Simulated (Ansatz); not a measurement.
CH7ClOSi2 can be A, `CO[SiH]([SiH3])Cl`, or B, `C[SiH2][SiH](O)Cl`.

Program: Ansatz. Geometries: PBE0-D4/def2-TZVP. ΔE: electronic, gas phase. CCSD(T)/CBS is the MP2 limit (def2-TZVPP, def2-QZVPP) plus CCSD(T) − MP2 in def2-TZVPP, frozen cores. DFT in def2-TZVPP. B3LYP here is the variant with VWN-RPA as its local correlation; programs differ in this. One conformer a species, not always the lowest.

(1) Which is lower in electronic energy at CCSD(T)/CBS, and by how much? (Estimate.)

(2) Give E(B) − E(A) in kcal/mol with B2PLYP, ωB97M-V, B3LYP-D4, PBE0-D4, HF/def2-TZVPP, MP2/def2-TZVPP, CCSD(T)/def2-TZVPP. (Estimate.)

(3) Does the order hold for the free energy at 298.15 K (harmonic terms from PBE0-D4)? (Best estimate.)

Largest T1 diagnostic: 0.012.

## Answers

(1) Computed: B, by 22.5 kcal/mol.

(2) Computed: B2PLYP -21.4, ωB97M-V -22.3, B3LYP-D4 -20.8, PBE0-D4 -22.4, HF/def2-TZVPP -18.7, MP2/def2-TZVPP -23.4, CCSD(T)/def2-TZVPP -21.6. None reverses the order clearly.

(3) Computed: Yes: G(B) − G(A) = -21.8 kcal/mol, for one conformer each. Modes under 60 cm⁻¹, often nearly free rotors, make the harmonic entropy too high.

In def2-TZVPP, CCSD(T) changes the Hartree–Fock value by −2.9 kcal/mol (the triples alone add −0.2 kcal/mol) and MP2 by −4.7 kcal/mol. Leaving LDA and LC-ωPBE aside and taking each functional with its dispersion term where it has one, the values, not all of them listed here, spread over 2.6 kcal/mol, from PBE-QIDH to BLYP-D4.
